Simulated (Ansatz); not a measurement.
Gas-phase electronic energies from Ansatz, PBE0-D4/def2-TZVP geometries. CBS: MP2 limit from def2 TZ/QZ plus the TZ coupled-cluster correction, frozen cores. DFT in def2-TZVPP. Each species was taken in one conformer, which may not be the lowest.

`F[Si]1(Cl)CCO1` + `F[SiH](F)[SiH3]` → `Cl[SiH]1CCO1` + `F[SiH2][SiH](F)F`  (redistribution)

`F[Si]1(Cl)CCO1`:

Cartesian coordinates in Å:
```
F -0.417 1.270 -2.089
Si -0.424 0.962 -0.537
Cl -1.690 2.321 0.282
C -0.485 -0.806 0.003
C 0.926 -0.467 0.534
O 1.072 0.929 0.135
H -0.501 -1.553 -0.788
H -1.209 -1.065 0.773
H 1.719 -1.054 0.068
H 1.007 -0.537 1.620
```

`F[SiH](F)[SiH3]`:

Cartesian coordinates in Å:
```
F -0.776 -1.634 1.321
Si 0.267 -0.471 1.005
F 1.703 -1.152 0.890
Si -0.285 0.543 -1.032
H 0.298 0.424 2.186
H -1.637 1.151 -0.921
H 0.708 1.608 -1.329
H -0.278 -0.468 -2.121
```

`Cl[SiH]1CCO1`:

Z-matrix (Å, degrees):
```
Si
C 1 1.863
C 1 2.258 2 42.7
Cl 1 2.048 2 116.5 3 -111.5
O 1 1.654 2 82.7 3 1.8
H 1 1.479 2 122.2 3 116.6
H 2 1.088 1 117.3 3 114.1
H 2 1.089 1 116.4 3 -113.2
H 3 1.092 1 123.3 2 -96.8
H 3 1.092 1 126.6 2 94.9
```

`F[SiH2][SiH](F)F`:

Cartesian coordinates in Å:
```
F -2.056 -0.251 -0.957
Si -1.000 0.635 -0.138
Si 0.959 -0.635 0.171
F 1.678 -0.866 -1.230
F 1.950 0.223 1.078
H -1.603 0.983 1.174
H -0.720 1.872 -0.909
H 0.792 -1.960 0.810
```

```json
{"level": "PBE-D4", "ΔE (kJ/mol)": "42.8", "difference from CCSD(T)/CBS": "1.8"}
{"level": "r2SCAN-D4", "ΔE (kJ/mol)": "46.1", "difference from CCSD(T)/CBS": "5.1"}
{"level": "PBE0-D4", "ΔE (kJ/mol)": "43.3", "difference from CCSD(T)/CBS": "2.3"}
{"level": "ωB97X-V", "ΔE (kJ/mol)": "41.2", "difference from CCSD(T)/CBS": "0.2"}
{"level": "ωB97M-V", "ΔE (kJ/mol)": "43.4", "difference from CCSD(T)/CBS": "2.4"}
{"level": "B2PLYP", "ΔE (kJ/mol)": "39.8", "difference from CCSD(T)/CBS": "-1.2"}
{"level": "PBE0", "ΔE (kJ/mol)": "42.9", "difference from CCSD(T)/CBS": "1.9"}
{"level": "HF/def2-TZVPP", "ΔE (kJ/mol)": "35.7", "difference from CCSD(T)/CBS": "-5.3"}
{"level": "MP2/def2-TZVPP", "ΔE (kJ/mol)": "41.4", "difference from CCSD(T)/CBS": "0.4"}
{"level": "SCS-MP2/def2-TZVPP", "ΔE (kJ/mol)": "38.4", "difference from CCSD(T)/CBS": "-2.6"}
{"level": "CCSD/def2-TZVPP", "ΔE (kJ/mol)": "42.4", "difference from CCSD(T)/CBS": "1.4"}
{"level": "CCSD(T)/def2-TZVPP", "ΔE (kJ/mol)": "43.5", "difference from CCSD(T)/CBS": "2.5"}
{"level": "MP2/def2-QZVPP", "ΔE (kJ/mol)": "39.8", "difference from CCSD(T)/CBS": "-1.2"}
{"level": "SCS-MP2/def2-QZVPP", "ΔE (kJ/mol)": "36.8", "difference from CCSD(T)/CBS": "-4.2"}
{"level": "HF/CBS(def2)", "ΔE (kJ/mol)": "34.9", "difference from CCSD(T)/CBS": "-6.1"}
{"level": "CCSD/CBS(def2)", "ΔE (kJ/mol)": "39.8", "difference from CCSD(T)/CBS": "-1.2"}
{"level": "CCSD(T)/CBS", "ΔE (kJ/mol)": "41.0", "difference from CCSD(T)/CBS": "0"}
```

Largest T1 diagnostic among the species: 0.013.

In def2-TZVPP, CCSD(T) changes the Hartree–Fock value by +7.9 kJ/mol (the triples alone add +1.2 kJ/mol) and MP2 by +5.8 kJ/mol.
